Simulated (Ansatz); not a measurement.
The linear singlet lies higher and needs more than one determinant, so no gap is given.

Species: CNS, SMILES `[C-]#[N+][S+]` (lower triplet) (charge 1, multiplicity 3).

Q: Give a relaxed geometry from B3LYP-D3(BJ)/def2-TZVP (Ansatz, a program for electronic structure).

A: the end point of this relaxation (outside a Z-matrix the atoms follow the SMILES, hydrogens last).
Cartesian coordinates (Å) in one orientation:
```xyz
3

C     -1.330    -0.001     0.000
N     -0.107     0.000     0.000
S      1.437     0.001     0.000
```
